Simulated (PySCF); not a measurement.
C4H3S, SMILES c1[c]scc1, multiplicity 2. Atoms are numbered in the order given.

```xyz
8

C      1.2513     0.0651     0.0000
C      0.7276     1.3194     0.0000
C     -0.7113     1.2402     0.0000
C     -1.1864    -0.0465     0.0000
S      0.1123    -1.2155     0.0000
H      1.2981     2.2487     0.0000
H     -1.3606     2.1178     0.0000
H     -2.2214    -0.3866     0.0000
```
Charge 0, spin multiplicity 2.

Geometry optimised at B3LYP-D3(BJ)/def2-SVP. The isomer is the one that the SMILES or the coordinates give; other isomers of the formula were not compared.

Calculation: TDA-PBE/def2-SVPD in PySCF.

Vertical excitations. The molecule is in vacuum.

```csv
state,energy (eV),λ (nm),f,main pairs
root 1,1.41,878,0.001,β HOMO→LUMO 99 %
root 2,2.13,581,0.000,β HOMO−1→LUMO 100 %
root 3,3.87,320,0.000,"α HOMO→LUMO 48 %, β HOMO→LUMO+1 49 %"
root 4,4.46,278,0.000,β HOMO−2→LUMO 98 %
root 5,4.60,269,0.001,"α HOMO−1→LUMO 56 %, β HOMO−1→LUMO+1 40 %"
root 6,5.00,248,0.000,"α HOMO−2→LUMO 26 %, β HOMO−3→LUMO 69 %"
root 7,5.23,237,0.002,β HOMO−4→LUMO 94 %
root 8,5.31,234,0.002,"α HOMO−2→LUMO 22 %, α HOMO→LUMO+1 11 %, β HOMO→LUMO+2 47 %, β HOMO−3→LUMO 20 %"
root 9,5.35,232,0.002,"α HOMO−2→LUMO 48 %, α HOMO→LUMO+1 25 %, β HOMO→LUMO+2 18 %, β HOMO−3→LUMO 8 %"
root 10,5.60,221,0.003,"α HOMO→LUMO+2 32 %, β HOMO→LUMO+3 49 %"
```
Unrestricted roots are not spin-pure.
